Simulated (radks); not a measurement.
Question: Neutral argon, [Ar]. Calculated with a radial shooting solver on a logarithmic mesh with Libxc functionals: non-relativistic Kohn-Sham, PBE, spin-polarised, spherical densities, point nucleus. Every spin shell is full or empty, so the densities are truly spherical. Functionals are evaluated on that one density, not self-consistently. Rank these exchange functionals by their error against the exact value of the orbitals, and give that value: LDA, B88, PBE, revPBE, RPBE, PW86, OPTX, WC, SOGGA, B86b, G96, APBE, TPSS, MS2.

Answer: Exact: -30.1460 hartree. From best to worst, with 100 (|E| - |E exact|)/|E exact| (equal figures are ties): B88 -0.02, MS2 +0.04, RPBE -0.04, B86b +0.06, G96 +0.08, OPTX +0.08, TPSS +0.17, revPBE -0.18, PW86 +0.43, PBE -0.55, APBE +0.55, WC -1.51, SOGGA -3.41, LDA -7.61.
